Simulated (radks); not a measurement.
Problem. Radial electron density D(r) = 4 pi r^2 rho(r) of an atom or ion with 10 electrons. Calculated with a radial shooting solver on a logarithmic mesh with Libxc functionals: Dirac Kohn-Sham, PBE, spin-unpolarised, spherical densities, point nucleus.

r (bohr)  D(r) (e/bohr)
0.006078          2.671
0.006744          3.185
0.007423          3.736
0.008171          4.369
0.008995          5.093
0.009981          5.988
0.01099           6.925
0.01209           7.973
0.01331           9.135
0.01477           10.52
0.01626           11.92
0.0179            13.41
0.0197            14.98
0.02169           16.60
0.02406           18.38
0.02649           20.00
0.02916           21.54
0.03209           22.94
0.03561           24.22
0.0392            25.14
0.04315           25.72
0.0475            25.95
0.0527            25.75
0.05801           25.18
0.06386           24.28
0.07029           23.14
0.07799           21.77
0.08585           20.55
0.0945            19.53
0.104             18.89
0.1154            18.75
0.1271            19.20
0.1399            20.18
0.154             21.58
0.1695            23.19
0.188             24.86
0.207             26.01
0.2278            26.51
0.2508            26.15
0.2783            24.68
0.3063            22.38
0.3372            19.38
0.3712            15.95
0.4118            12.13
0.4533            8.853
0.499             6.052
0.5493            3.854
0.6095            2.166
0.6709            1.165
0.7385           0.5700
0.8129           0.2515
0.902           0.09111
0.9929          0.03131
1.093          0.009369

What is the nuclear charge?

Solution. Z = 22. The innermost maximum, from 1s, lies near gamma/Z bohr with gamma = sqrt(1 - (Z/c)^2) = 0.987, here 0.0449 bohr (found: 0.0479), and its height grows with Z. The density is that of the titanium ion Ti12+ in [Ne]; the configuration itself is not fixed sharply by these data, and Z only to about a unit. D(r) has 2 maxima, at r = 0.0479, 0.230 bohr, and minima at 0.112 bohr, inside which lie 2.16 electrons.
